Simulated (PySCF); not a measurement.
3-fluoro-4-methyl-2H-oxete (C4H5FO), SMILES O1C(C)=C(F)C1.

The structure is a stationary point at r2SCAN-D4/def2-SVP.

Vertical ionisation energy (IE) and electron affinity (EA) in eV. Rows of orbital energies are one-electron estimates. Where ΔSCF, EOM or ADC give a negative EA the extra electron is unbound and the value depends on the basis.

```csv
level,IE,EA
"−ε(HOMO), −ε(LUMO), r2SCAN/def2-TZVP (PySCF)",?,?
"−ε(HOMO), −ε(LUMO), PBE/def2-TZVP (PySCF)",4.94,0.21
```

Fill in the missing entries. (Estimate from the structure and the level; the computed values follow.)


- −ε(HOMO), −ε(LUMO), r2SCAN/def2-TZVP (PySCF), IE: 5.15
- −ε(HOMO), −ε(LUMO), r2SCAN/def2-TZVP (PySCF), EA: -0.03
